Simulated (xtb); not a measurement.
xtb input (GFN2-xTB):

```bash
xtb mol.xyz --gfn 2 --ohess tight --chrg 0 --uhf 0
```
mol.xyz:
```
4

F     -0.31089857     2.24868317    -0.05626380
Ga    -0.08661552     0.49387409     0.00159513
Br    -1.93070385    -0.81151610     0.03975418
Br     2.09039580    -0.22801488    -0.05167883
```

Output:

```
           -------------------------------------------------
          |                Calculation Setup                |
           -------------------------------------------------

           -------------------------------------------------
          |                 G F N 2 - x T B                 |
           -------------------------------------------------

        Reference                      10.1021/acs.jctc.8b01176
      * Hamiltonian:
        H0-scaling (s, p, d)           1.850000    2.230000    2.230000
        zeta-weighting                 0.500000
      * Dispersion:
        s8                             2.700000
        a1                             0.520000
        a2                             5.000000
        s9                             5.000000
      * Repulsion:
        kExp                           1.500000    1.000000
        rExp                           1.000000
      * Coulomb:
        alpha                          2.000000
        third order                    shell-resolved
        anisotropic                    true
        a3                             3.000000
        a5                             4.000000
        cn-shift                       1.200000
        cn-exp                         4.000000
        max-rad                        5.000000

          ...................................................
          :                      SETUP                      :
          :.................................................:
          :  # basis functions                  34          :
          :  # atomic orbitals                  31          :
          :  # shells                           11          :
          :  # electrons                        24          :
          :  max. iterations                   250          :
          :  Hamiltonian                  GFN2-xTB          :
          :  restarted?                      false          :
          :  GBSA solvation                  false          :
          :  PC potential                    false          :
          :  electronic temp.          300.0000000     K    :
          :  accuracy                    1.0000000          :
          :  -> integral cutoff          0.2500000E+02      :
          :  -> integral neglect         0.1000000E-07      :
          :  -> SCF convergence          0.1000000E-05 Eh   :
          :  -> wf. convergence          0.1000000E-03 e    :
          :  Broyden damping             0.4000000          :
          :  net charge                          0          :
          :  unpaired electrons                  0          :
          ...................................................

 iter      E             dE          RMSdq      gap      omega  full diag
   1    -14.2652828 -0.142653E+02  0.218E+01    4.04       0.0  T
   2    -14.2884440 -0.231613E-01  0.140E+01    3.54       1.0  T
   3    -14.2853389  0.310509E-02  0.375E+00    3.74       1.0  T
   4    -14.2928773 -0.753838E-02  0.213E+00    3.48       1.0  T
   5    -14.2930867 -0.209393E-03  0.167E+00    3.49       1.0  T
   6    -14.2933690 -0.282269E-03  0.611E-01    3.49       1.0  T
[...]
  q+dip:       -8.656      -1.194      -0.476       0.371       0.230       9.132
   full:      -10.342      -1.226      -1.922       0.465       0.332      12.264

           -------------------------------------------------
          |                Geometry Summary                 |
           -------------------------------------------------

      molecular mass/u    :      248.5285248
   center of mass at/Å    :        0.0048508      -0.0206893      -0.0080864
  moments of inertia/u·Å² :        0.1578687E+03   0.6593086E+03   0.8171773E+03
rotational constants/cm⁻¹ :        0.1067826E+00   0.2556865E-01   0.2062910E-01

 * 3 selected distances

     #   Z          #   Z                                           value/Å
     1   9 F        2  31 Ga                                      1.7551066 (min)
     2  31 Ga       3  35 Br                                      2.2748137
     2  31 Ga       4  35 Br                                      2.2750735 (max)

 * 2 distinct bonds (by element types)

   Z      Z             #   av. dist./Å        max./Å        min./Å
   9 F   31 Ga          1     1.7551066     1.7551066     1.7551066
  31 Ga  35 Br          2     2.2749436     2.2750735     2.2748137

           -------------------------------------------------
          |               Frequency Printout                |
           -------------------------------------------------
 projected vibrational frequencies (cm⁻¹)
eigval :       -0.00    -0.00    -0.00     0.00     0.00     0.00
eigval :       64.57   105.57   114.18   227.89   340.62   460.13
 reduced masses (amu)
   1: 77.59   2: 67.49   3: 49.40   4: 64.45   5: 76.58   6: 74.45   7: 72.18   8: 55.66
   9: 30.73  10: 72.39  11: 73.10  12: 31.57
 IR intensities (km·mol⁻¹)
   1:  0.01   2:  0.01   3:  0.02   4:  0.01   5:  0.01   6:  0.00   7:  9.56   8: 27.51
   9: 36.38  10:  0.45  11: 24.16  12: 70.43
 Raman intensities (Ä⁴*amu⁻¹)
   1:  0.00   2:  0.00   3:  0.00   4:  0.00   5:  0.00   6:  0.00   7:  0.00   8:  0.00
   9:  0.00  10:  0.00  11:  0.00  12:  0.00
 output can be read by thermo (or use thermo option).
 writing <g98.out> molden fake output.
 recommended (thermochemical) frequency scaling factor: 1.0
           -------------------------------------------------
          |             Thermodynamic Functions             |
           -------------------------------------------------

c2v symmetry found (for desy threshold:  0.10E+00) used in thermo

          ...................................................
Note: The following floating-point exceptions are signalling: IEEE_DENORMAL
normal termination of xtb
          :                      SETUP                      :
          :.................................................:
          :  # frequencies                           6      :
          :  # imaginary freq.                       0      :
          :  linear?                             false      :
          :  only rotor calc.                    false      :
          :  symmetry                              c2v      :
          :  rotational number                       2      :
          :  scaling factor                  1.0000000      :
          :  rotor cutoff                   50.0000000 cm⁻¹ :
          :  imag. cutoff                  -20.0000000 cm⁻¹ :
          :.................................................:

    mode    ω/cm⁻¹     T·S(HO)/kcal·mol⁻¹    T·S(FR)/kcal·mol⁻¹   T·S(vib)
   ------------------------------------------------------------------------
       1     64.57    -1.28572 ( 73.56%)    -0.98064 ( 26.44%)    -1.20505
       2    105.57    -0.99845 ( 95.21%)    -0.83507 (  4.79%)    -0.99062
       3    114.18    -0.95308 ( 96.45%)    -0.81186 (  3.55%)    -0.94807
       4    227.89    -0.56515 ( 99.77%)    -0.60716 (  0.23%)    -0.56525
   ------------------------------------------------------------------------

   temp. (K)  partition function   enthalpy   heat capacity  entropy
                                   cal/mol     cal/K/mol   cal/K/mol   J/K/mol
 298.15  VIB   46.0                 2122.280     10.245     14.416
         ROT  0.352E+06              888.752      2.981     28.362
         INT  0.162E+08             3011.032     13.226     42.778
         TR   0.379E+28             1481.254      4.968     42.412
         TOT                        4492.2864    18.1945    85.1905   356.4371

       T/K    H(0)-H(T)+PV         H(T)/Eh          T*S/Eh         G(T)/Eh
   ------------------------------------------------------------------------
    298.15    0.715891E-02    0.101500E-01    0.404768E-01   -0.303267E-01
   ------------------------------------------------------------------------

         :::::::::::::::::::::::::::::::::::::::::::::::::::::
         ::                  THERMODYNAMIC                  ::
         :::::::::::::::::::::::::::::::::::::::::::::::::::::
         :: total free energy         -14.311249143572 Eh   ::
         ::.................................................::
         :: total energy              -14.280922414566 Eh   ::
         :: zero point energy           0.002991120035 Eh   ::
         :: G(RRHO) w/o ZPVE           -0.033317849040 Eh   ::
         :: G(RRHO) contrib.           -0.030326729006 Eh   ::
         :::::::::::::::::::::::::::::::::::::::::::::::::::::

optimized geometry written to: xtbopt.xyz

           -------------------------------------------------
          | TOTAL ENERGY              -14.280922414566 Eh   |
          | TOTAL ENTHALPY            -14.270772380484 Eh   |
          | TOTAL FREE ENERGY         -14.311249143572 Eh   |
          | GRADIENT NORM               0.000071665324 Eh/α |
          | HOMO-LUMO GAP               3.562957957861 eV   |
           -------------------------------------------------

------------------------------------------------------------------------
------------------------------------------------------------------------
 total:
 SCF:
 ANC optimizer:
 analytical hessian:
```
